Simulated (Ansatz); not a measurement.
Stepwise reaction of `BN=C=O` with hydrogen fluoride, as a gas-phase model of exchange steps in deposition or etching. ΔE in kJ/mol; ΔG adds harmonic PBE0-D4 terms to CCSD(T)/CBS, at 1 bar.

Gas-phase electronic energies from Ansatz, PBE0-D4/def2-TZVP geometries. CBS: MP2 limit from def2 TZ/QZ plus the TZ coupled-cluster correction, frozen cores. This one scheme is used for every species. Functionals use def2-TZVPP. B3LYP here is the variant with VWN-RPA as its local correlation; programs differ in this. One conformer a species, not always the lowest.

```
step                         reaction  PBE-D4  B3LYP-D4  ωB97M-V  CCSD(T)/CBS  ΔG(400 K)
   1  `BN=C=O` + H–F → `O=C=NBF` + H₂  -130.9    -132.9   -134.4       -126.7     -126.4
```

Give the row of step 2, `O=C=NBF` + H–F → `O=C=NB(F)F` + H₂. (An estimate is asked.)

Computed: 
```
step                             reaction  PBE-D4  B3LYP-D4  ωB97M-V  CCSD(T)/CBS  ΔG(400 K)
   2  `O=C=NBF` + H–F → `O=C=NB(F)F` + H₂  -117.7    -121.8   -122.6       -114.8     -117.2
```

By hand: ΔE of the 2 steps together at CCSD(T)/CBS.

(-126.7) + (-114.8) = -241.5 kJ/mol, or -120.8 kJ/mol a step.

In ΔE each step is higher than the one before. All are downhill at CCSD(T)/CBS. ΔG lies between -126.4 and -117.2 kJ/mol a step. PBE-D4 differs from CCSD(T)/CBS by -4.2 to -2.9 kJ/mol a step. Isolated molecules leave out the surface, adducts and barriers. Largest T1 diagnostic: 0.017.
